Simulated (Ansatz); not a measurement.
Coupled-cluster run, `C[NH][Zr]([OH])([F])[Cl]`.

```yaml
crystal:
  periodic: [false, false, false]
  atoms:
    - {symbol: C, position_ang: [1.384697, -1.012499, -0.278214]}
    - {symbol: N, position_ang: [0.776236, 0.289233, -0.468913]}
    - {symbol: Zr, position_ang: [-0.987970, 1.012594, 0.156544]}
    - {symbol: O, position_ang: [-2.077674, -0.505529, 0.548678]}
    - {symbol: F, position_ang: [-1.654542, 2.170798, -1.210407]}
    - {symbol: Cl, position_ang: [-0.633946, 2.310074, 2.117164]}
    - {symbol: H, position_ang: [1.627297, -1.493889, -1.232114]}
    - {symbol: H, position_ang: [0.693102, -1.670267, 0.252786]}
    - {symbol: H, position_ang: [2.303361, -0.952106, 0.316008]}
    - {symbol: H, position_ang: [1.386337, 0.908188, -0.992455]}
    - {symbol: H, position_ang: [-2.816907, -1.056609, 0.790915]}
basis:
  gaussian: {orbitals: def2-SVP}
correlation: {method: ccsd_t}
```

```sh
$ ansatz run in.yaml --threads 2 --pin off --events-out ev --progress --plain --max-ram 32768MiB --backend cuda --devices 0, --max-vram 18GiB
```

Output of Ansatz, abridged:

```
Functional definition: HF
1291 factors; integrals over basis functions are off by at most 1.4e-3 eV
mean field evaluation 1: about -21095.0940 eV, gradient 5.7e1 eV
mean field evaluation 2: about -21095.2291 eV, gradient 5.7e1 eV
mean field evaluation 4: about -21101.7076 eV, gradient 3.4e0 eV
mean field evaluation 8: about -21101.7726 eV, gradient 2.4e-1 eV
mean field -21101.77283325 eV, -775.4758483267 hartree, gradient 2.2e-6 eV, S^2 0.000000; 0 other end points of the search recorded, 0 dependent functions left out
9 core orbitals not correlated: weight in the atoms' cores, before any rotation towards them, 1.000 or more for the frozen orbitals, at most 0.000 for the correlated occupied ones
reference -21101.77283325 eV, -775.4758483267 hartree; 23, 23 occupied and 98, 98 virtual orbitals, 1291 factors
second order -29.10681286 eV of doubles, -0.00000000 eV of singles
cycle   1  -29.07807083 eV  change    2.9e-2 eV  update   1.6e-1
cycle   2  -29.79921193 eV  change   -7.2e-1 eV  update   6.2e-2
cycle   3  -30.03596068 eV  change   -2.4e-1 eV  update   3.1e-2
cycle   4  -30.03420056 eV  change    1.8e-3 eV  update   8.1e-3
cycle   5  -30.02419651 eV  change    1.0e-2 eV  update   3.1e-3
cycle   6  -30.02421266 eV  change   -1.6e-5 eV  update   1.3e-3
cycle   7  -30.02435753 eV  change   -1.4e-4 eV  update   4.6e-4
cycle   8  -30.02421242 eV  change    1.5e-4 eV  update   2.0e-4
cycle   9  -30.02430373 eV  change   -9.1e-5 eV  update   6.6e-5
cycle  10  -30.02434617 eV  change   -4.2e-5 eV  update   2.6e-5
perturbative correction -0.86966182 eV, -0.0319594825 hartree
Total energy: -21132.66684125 eV, -776.6111821798 hartree
```

It took 4.5 s on 2 threads of an AMD EPYC 7R13 on a shared host and a share of an NVIDIA H100 80 GB, with 0.78 GiB of host memory at the peak.

Correlation energy per correlated electron: -0.672 eV. T1 diagnostic: 0.0167.
